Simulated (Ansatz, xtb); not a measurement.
## Relative energy of two isomers of C2H5F3GeO

Structure a is `[CH3][Ge]([F])([F])[O]CF`, a singlet and structure b is `CC[O][Ge]([F])([F])[F]`, a singlet. Both are isolated molecules in the gas phase, relaxed with PBE0-D4/def2-SVP; the shapes shown needn't be the lowest conformers.

a (Å):

```tsv
atom	x (Å)	y (Å)	z (Å)
C	0.5063	-0.5156	-2.3891
C	-1.5646	-1.3815	0.7109
F	-1.9914	0.8937	-1.4229
F	0.4201	1.8596	-0.5304
F	-1.5787	-2.2603	-0.3488
Ge	-0.3918	0.4108	-0.9807
O	-0.5583	-0.4654	0.5490
H	0.0151	-1.4880	-2.5274
H	0.4527	0.0707	-3.3162
H	1.5574	-0.6704	-2.1100
H	-2.5615	-0.9068	0.7472
H	-1.3674	-1.9544	1.6317
```

b (Å):

```xyz
12

C     1.1363    0.2420    1.6084
C    -0.0251    0.3452    0.6539
F    -1.1617    1.0081   -2.5037
F    -2.3305   -1.1940   -1.3807
F    -0.1474   -1.5083   -3.0502
Ge   -0.8208   -0.5282   -1.8326
O     0.2794   -0.4329   -0.5060
H     0.9366    0.8297    2.5167
H     1.3051   -0.8049    1.8996
H     2.0558    0.6228    1.1407
H    -0.1998    1.3965    0.3643
H    -0.9510   -0.0312    1.1238
```

Q: Estimate which is lower in electronic energy at CCSD(T)/def2-SVP + ΔMP2/def2-TZVPP, and by roughly how much.

A: The CCSD(T)/def2-SVP + ΔMP2/def2-TZVPP calculation puts structure b lower, by 63.2 kJ/mol.

How the difference moves with the method:

| level | geometry | E(b) − E(a) (kJ/mol) | departure from the last row (kJ/mol) | job, with rough time for the two |
| --- | --- | --- | --- | --- |
| GFN2-xTB | GFN2-xTB | −56.5 | +6.7 | optimisation, 0.27 s |
| HF/STO-3G | GFN2-xTB | −11.9 | +51.3 | single point, 0.92 s |
| r2SCAN-D4/def2-SVP | GFN2-xTB | −49.5 | +13.7 | single point, 4.7 s |
| PBE0-D4/def2-SVP | PBE0-D4/def2-SVP | −43.9 | +19.3 | optimisation, 1.7 min |
| HF/def2-SVP | PBE0-D4/def2-SVP | −52.4 | +10.7 | part of the CCSD(T) run |
| MP2/def2-SVP | PBE0-D4/def2-SVP | −73.2 | −10.0 | part of the CCSD(T) run |
| CCSD(T)/def2-SVP | PBE0-D4/def2-SVP | −66.6 | −3.4 | single point |
| CCSD(T)/def2-SVP + ΔMP2/def2-TZVPP | PBE0-D4/def2-SVP | −63.2 |  | single point, 2.7 min |

As drawn, b has 1 C–C, 1 F–Ge in place of 1 C–Ge, 1 C–F.

The levels shown agree on the order. The largest departure from CCSD(T)/def2-SVP + ΔMP2/def2-TZVPP is that of HF/STO-3G, 51.3 kJ/mol. The last row adds to CCSD(T) the change of the MP2 difference between the two basis sets, here +3.4 kJ/mol.

With thermal terms from frequencies at re-optimised GFN2-xTB minima (ideal gas, soft modes damped towards free rotors, one conformer each, 298.15 K, 1 atm): on the last row, ΔE + ΔZPE = −58.3, ΔH = −58.9, ΔG = −57.4 kJ/mol.

The correlated steps freeze 15 core orbitals; the filled d shell of Ge is correlated, in a basis made for valence electrons. Codes used: Ansatz 0.2.0, xtb 6.7.1; the last row on 2 threads of Intel(R) Xeon(R) Platinum 8375C CPU @ 2.90GHz (Ice Lake) on a shared host.
